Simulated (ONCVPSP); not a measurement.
Scattering properties, ONCV potential for Mn (Z = 25)

```
Element                 : manganese (Mn)
Generator               : ONCVPSP 4.0.1
Type                    : optimised norm-conserving Vanderbilt (ONCV)
Functional              : PBE
Relativity              : scalar-relativistic
Frozen core             : [Ne]
Valence charge          : 15
Reference configuration : 3s2 3p6 3d5 4s1 4p1
Partial waves           : 3s+4s: rc 1.04 bohr, ncon 4, nbas 8, qcut 10.3 1/bohr, 2 projectors; 3p+4p: rc 1.24 bohr, ncon 4, nbas 8, qcut 10.8 1/bohr, 2 projectors; 3d: rc 1.60 bohr, ncon 4, nbas 9, qcut 8.6 1/bohr, 2 projectors, debl 1.1 Ha
Local potential         : polynomial inside 0.70 bohr (lpopt 3, dvloc0 0 Ha)
Core correction         : none
```

The phase is arctan(r·R′/R) of the radial function R(r), unwrapped; energies in Ha, scanned from -5 to 5 Ha. A pole is an energy at which the radial function vanishes at the test radius. The pseudo phase is shifted by a multiple of π to meet the all-electron one at the reference energy, and phase errors are pseudo minus all-electron; the curves can meet again beyond the range given. Levels narrower than the energy grid can be missing from the lists of poles.

| channel | radius (bohr) | reference energy (Ha) | poles, all-electron | poles, pseudo | unbroken range about the reference energy with phases within 0.05 rad | phase error 1 Ha above the reference energy (rad) |
| --- | --- | --- | --- | --- | --- | --- |
| s | 1.06 | -0.22 | -0.30 | -0.30 | the whole range | -0.000 |
| p | 1.26 | -0.08 | -0.74 | -0.74 | the whole range | -0.000 |
| d | 1.63 | -0.31 | 0.23 | 0.23 | the whole range | -0.000 |

Phases in the s channel:

```
E (Ha)  all-electron  pseudo
 -4.96        -0.254  -0.254
 -4.48        -0.630  -0.630
 -4.00        -0.913  -0.913
 -3.52        -1.106  -1.106
 -3.04        -1.239  -1.239
 -2.56        -1.334  -1.334
 -2.08        -1.405  -1.405
 -1.60        -1.462  -1.462
 -1.12        -1.507  -1.507
 -0.64        -1.546  -1.546
 -0.16        -1.580  -1.580
  0.32        -1.611  -1.611
  0.80        -1.640  -1.640
  1.28        -1.667  -1.668
  1.76        -1.695  -1.695
  2.24        -1.723  -1.723
  2.72        -1.752  -1.752
  3.20        -1.783  -1.783
  3.68        -1.817  -1.818
  4.16        -1.857  -1.857
  4.64        -1.902  -1.904
```
